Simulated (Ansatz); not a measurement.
CH$_{6}$S$_{2}$Sn, SMILES `CS[S][SnH3]`, 10 atoms. Total charge 0; spin multiplicity 1. Correlated methods include outer-core shells of Sn, which these sets cover unevenly. Sn: def2 effective core potential. All runs use 4 threads of a server CPU on a shared host. Correlated methods freeze the cores.

Problem. How many basis functions does each run have, and how long does it take in Ansatz? RKS CAM-B3LYP-D4/def2-TZVPP energy; RKS PBE-QIDH (frozen core)/def2-TZVPP energy; RKS PBE0-D4/def2-TZVP relaxation (9 steps); RKS ωB97M-V/def2-QZVPP energy; RKS PBE0-D4/def2-SVP energy; RKS PBE0-D4/def2-TZVP frequencies; RKS ωB97M-V/def2-SVP energy; RKS PBE0-D4/def2-QZVPP energy; RHF-MP2/def2-QZVPP energy; RKS B3LYP-D4/def2-TZVPP energy and forces; RKS SPW92 (LDA)/def2-TZVPP energy; RHF-CCSD(T)/def2-TZVPP energy. (An estimate is asked.)

Solution. The calculation gave: Other jobs shared the machine, so times are rough.

| level | job | functions | wall time | peak host memory (GiB) |
| --- | --- | --- | --- | --- |
| RKS PBE0-D4/def2-SVP | energy | 106 | 1.5 s | 0.25 |
| RKS SPW92 (LDA)/def2-TZVPP | energy | 249 | 1.6 s | 0.36 |
| RKS CAM-B3LYP-D4/def2-TZVPP | energy | 249 | 3.9 s | 0.82 |
| RKS ωB97M-V/def2-SVP | energy | 106 | 5 s | 0.38 |
| RKS B3LYP-D4/def2-TZVPP | energy and forces | 249 | 6 s | 0.8 |
| RKS PBE-QIDH (frozen core)/def2-TZVPP | energy | 249 | 6.5 s | 0.7 |
| RKS PBE0-D4/def2-QZVPP | energy | 459 | 10 s | 1.8 |
| RKS ωB97M-V/def2-QZVPP | energy | 459 | 20 s | 2.2 |
| RHF-MP2/def2-QZVPP | energy | 459 | 22 s | 2.6 |
| RKS PBE0-D4/def2-TZVP | relaxation (9 steps) | 191 | 35 s | 0.6 |
| RHF-CCSD(T)/def2-TZVPP | energy | 249 | 2.1 min | 5.4 |
| RKS PBE0-D4/def2-TZVP | frequencies | 191 | 2.7 min | 0.62 |

B3LYP here is the variant with VWN-RPA as its local correlation; programs differ in this.
